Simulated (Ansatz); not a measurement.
`CC1(C)C=CC=C1` + `[F][Cd][SH]` → `C[S][Cd][F]` + `CC1C=CC=C1`  (substitution at a C–C bond)

Isolated molecules relaxed with PBE0-D4/def2-TZVP in Ansatz; ΔE leaves out vibrations. CBS: MP2 limit from def2 TZ/QZ plus the TZ coupled-cluster correction, frozen cores. DFT in def2-TZVPP. def2 core potentials past Kr. For Cd outer-core shells are correlated without core-valence functions, which leaves a few kJ/mol of doubt a bond. Each species was taken in one conformer, which may not be the lowest.

```csv
level,ΔE (kcal/mol)
PBE,4.0
SCS-MP2/def2-TZVPP,8.0
```

Q: What does CCSD(T)/CBS give? (Estimate.)

A: Computed: +7.6 kcal/mol. The listed levels differ from it by -3.6, 0.4 kcal/mol.

Largest T1 diagnostic among the species: 0.016.

The D4 term adds +1.5 kcal/mol with B3LYP and +0.9 kcal/mol with PBE0; it sums over pairs of atoms, weighted by their polarisabilities, and B3LYP, whose exchange is more repulsive, gets the larger term. In def2-TZVPP, CCSD(T) changes the Hartree–Fock value by +2.1 kcal/mol (the triples alone add +0.1 kcal/mol) and MP2 by +2.3 kcal/mol.

B3LYP here is the variant with VWN-RPA as its local correlation; programs differ in this.
